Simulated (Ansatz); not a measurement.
Relaxation of BCl3HO (6 atoms, charge 0, multiplicity 2), to a largest force component of 0.03 eV/Å in at most 50 steps.

The calculation used UKS CAM-B3LYP/def2-SVP (Ansatz 0.2.0).

```xyz
6
Properties=species:S:1:pos:R:3
B 0.004 0.027 -0.424
Cl -0.013 0.018 2.633
Cl 1.541 -0.016 -1.200
Cl -1.527 0.012 -1.215
O -0.038 -0.007 4.280
H -0.483 -0.834 4.513
```

Problem. Where does it end, and by what steps?

Solution. The run converged. The force dipped under the threshold on the way, but the program's further checks kept it going. After 31 steps the energy has fallen by 2.809 eV; Cl2 moved furthest, 1.07 Å. Parted: Cl2–O5 (1.65 → 3.11 Å). Joined: B1–Cl2 (3.06 → 1.74 Å).

| step | energy less start (eV) | largest force component (eV/Å) | accepted |
| --- | --- | --- | --- |
| 0 | 0.0000 | 1.791 | yes |
| 2 | -0.2077 | 2.768 | yes |
| 4 | -1.6075 | 4.577 | yes |
| 6 | -2.7307 | 0.599 | yes |
| 8 | -2.7893 | 0.225 | yes |
| 10 | -2.7968 | 0.264 | yes |
| 12 | -2.8000 | 0.162 | yes |
| 14 | -2.8031 | 0.065 | yes |
| 16 | -2.8044 | 0.068 | yes |
| 18 | -2.8048 | 0.027 | yes |
| 20 | -2.8037 | 0.161 | no |
| 22 | -2.8055 | 0.112 | yes |
| 24 | -2.8066 | 0.092 | yes |
| 26 | -2.8077 | 0.016 | yes |
| 28 | -2.8079 | 0.156 | yes |
| 30 | -2.8087 | 0.033 | yes |
| 31 | -2.8091 | 0.030 | yes |

```xyz
6
Properties=species:S:1:pos:R:3
B 0.078 0.016 -0.089
Cl 0.358 0.069 1.630
Cl 1.423 0.115 -1.193
Cl -1.547 -0.138 -0.706
O -0.038 -0.214 4.700
H -0.789 -0.649 4.245
```

Whether the end is a true minimum wasn't checked by a vibrational analysis.

Run time: 3.1 min on 4 threads of Arm Neoverse V1 (shared host), peak memory 0.34 GiB.
